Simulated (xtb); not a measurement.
IRb, triplet, at the geometry of the source list (GFN-xTB shapes and energies of metal compounds can be far from the true ones) (a higher spin typed on purpose: for a closed-shell molecule this is an excited state); GFN2-xTB in xtb 6.7.1.

Here is a job for xtb.
```
$ xtb mol.xyz --gfn 2 --uhf 2 --acc 0.1 --json

# file mol.xyz
2

Rb    -1.08960000    -0.77400000    -0.92830000
I      1.08960000     0.77400000     0.92830000
```

### Question
What does xtb print? Leave out banner, timings and long lists.

### Answer

```
   ID    Z sym.   atoms
    1   37 Rb     1
    2   53 I      2

           -------------------------------------------------
          |                Calculation Setup                |
           -------------------------------------------------

           -------------------------------------------------
          |                 G F N 2 - x T B                 |
           -------------------------------------------------

          ...................................................
          :                      SETUP                      :
          :.................................................:
          :  # basis functions                  14          :
          :  # atomic orbitals                  13          :
          :  # shells                            5          :
          :  # electrons                         8          :
          :  max. iterations                   250          :
          :  Hamiltonian                  GFN2-xTB          :
          :  restarted?                      false          :
          :  GBSA solvation                  false          :
          :  PC potential                    false          :
          :  electronic temp.          300.0000000     K    :
          :  accuracy                    0.1000000          :
          :  -> integral cutoff          0.3500000E+02      :
          :  -> integral neglect         0.1000000E-08      :
          :  -> SCF convergence          0.1000000E-06 Eh   :
          :  -> wf. convergence          0.1000000E-04 e    :
          :  Broyden damping             0.4000000          :
          :  net charge                          0          :
          :  unpaired electrons                  2          :
          ...................................................

 iter      E             dE          RMSdq      gap      omega  full diag
   1     -2.8971861 -0.289719E+01  0.450E+01    2.90       0.0  T
   2     -3.9137875 -0.101660E+01  0.247E+01    0.60       1.0  T
   3     -3.9234548 -0.966722E-02  0.135E+01    1.54       1.0  T
   4     -3.9242039 -0.749182E-03  0.102E+01    1.82       1.0  T
   5     -3.9253070 -0.110304E-02  0.379E+00    2.58       1.0  T
   6     -3.9253699 -0.629301E-04  0.123E+00    2.56       1.0  T
   7     -3.9254254 -0.555109E-04  0.572E-01    2.61       1.0  T
   8     -3.9254318 -0.642703E-05  0.302E-01    2.59       1.0  T
   9     -3.9254336 -0.179682E-05  0.430E-02    2.59       1.6  T
[...]
         :: total energy              -3.921490937466 Eh    ::
[...]
         4        1.6666           -0.4581893             -12.4680
         5        1.0000           -0.1374868              -3.7412 (HOMO)
         6                         -0.0418361              -1.1384 (LUMO)
         7                         -0.0418361              -1.1384
         8                         -0.0295642              -0.8045
         9                         -0.0295642              -0.8045
        10                         -0.0285529              -0.7770
        11                         -0.0124686              -0.3393
        12                         -0.0124686              -0.3393
        13                          0.3346896               9.1074
      -------------------------------------------------------------
                  HL-Gap            0.0956508 Eh            2.6028 eV
             Fermi-level           -0.2735962 Eh           -7.4449 eV

     #   Z          covCN         q      C6AA      α(0)
     1  37 Rb       0.730     0.016   431.274    68.467
     2  53 I        0.730    -0.016   372.216    33.308

 Mol. C6AA /au·bohr⁶  :       1514.323304
 Mol. C8AA /au·bohr⁸  :     265042.329213
 Mol. α(0) /au        :        101.774946

Wiberg/Mayer (AO) data.
largest (>0.10) Wiberg bond orders for each atom

 ---------------------------------------------------------------------------
     #   Z sym  total        # sym  WBO       # sym  WBO       # sym  WBO
 ---------------------------------------------------------------------------
     1  37 Rb  -0.033
     2  53 I   -0.033
 ---------------------------------------------------------------------------

molecular dipole:
                 x           y           z       tot (Debye)
 q only:       -0.067      -0.047      -0.057
   full:        1.832       1.301       1.561       6.955
molecular quadrupole (traceless):
                xx          xy          yy          xz          yz          zz
 q only:       -0.000      -0.000       0.000      -0.000      -0.000       0.000
  q+dip:       -2.471      -6.843       2.301      -8.207      -5.830       0.170
   full:       -2.629      -7.279       2.448      -8.730      -6.201       0.181

           -------------------------------------------------
          | TOTAL ENERGY               -3.921490937466 Eh   |
          | GRADIENT NORM               0.023743978999 Eh/α |
          | HOMO-LUMO GAP               2.602789521280 eV   |
           -------------------------------------------------

normal termination of xtb
```
